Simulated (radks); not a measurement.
Values are calculated unless marked as measured or tabulated.
Q: Pr3+, configuration [Xe] 4f1 6p1 (not the ground configuration). Code: a radial shooting solver on a logarithmic mesh with Libxc functionals. Model: Dirac Kohn-Sham, exchange-only PBE, spin-unpolarised, spherical densities, finite nucleus; open shells are shared between the two j in proportion to 2j + 1; Fermi nuclear charge, rms radius 4.8919 fm. Some entries of the table are withheld. Estimate them.

| orbital | occ. | eigenvalue (eV) | <1/r> (bohr^-1) |
|---|---|---|---|
| 1s1/2 | 2 | -41816.16 | (1) |
| 2s1/2 | 2 | (2) | 15.28 |
| 2p1/2 | 2 | -6391.002 | 15.26 |
| 2p3/2 | 4 | -5908.833 | 13.77 |
| 3s1/2 | 2 | -1492.860 | 5.524 |
| 3p1/2 | 2 | -1336.040 | 5.438 |
| 3p3/2 | 4 | -1240.562 | 5.065 |
| 3d3/2 | 4 | -966.7731 | 4.932 |
| 3d5/2 | 6 | -946.2074 | 4.838 |
| 4s1/2 | 2 | -330.0887 | 2.302 |
| 4p1/2 | 2 | (3) | 2.200 |
| 4p3/2 | 4 | (4) | 2.077 |
| 4d3/2 | 4 | -153.4293 | 1.865 |
| 4d5/2 | 6 | -149.7109 | 1.835 |
| 5s1/2 | 2 | -71.6912 | 0.9316 |
| 5p1/2 | 2 | -54.6574 | 0.8383 |
| 5p3/2 | 4 | -51.2173 | 0.7967 |
| 4f5/2 | 0.428571 | -39.3220 | 1.362 |
| 4f7/2 | 0.571429 | -38.8739 | 1.351 |
| 5d3/2 | 0 | -27.6994 | 0.5985 |
| 5d5/2 | 0 | -27.2975 | 0.5901 |
| 6s1/2 | 0 | -23.2602 | (5) |
| 6p1/2 | 0.333333 | -18.7609 | 0.3521 |
| 6p3/2 | 0.666667 | -18.0900 | 0.3398 |
| 5f5/2 | 0 | -11.0093 | 0.2917 |
| 5f7/2 | 0 | -10.9890 | 0.2911 |
| 7p1/2 | 0 | (6) | 0.2010 |
| 7p3/2 | 0 | (7) | 0.1966 |

A: 
(1) 1s1/2 <1/r> (bohr^-1): 64.69
(2) 2s1/2 eigenvalue (eV): -6759.676
(3) 4p1/2 eigenvalue (eV): -271.2177
(4) 4p3/2 eigenvalue (eV): -250.3382
(5) 6s1/2 <1/r> (bohr^-1): 0.4009
(6) 7p1/2 eigenvalue (eV): -9.6483
(7) 7p3/2 eigenvalue (eV): -9.3826
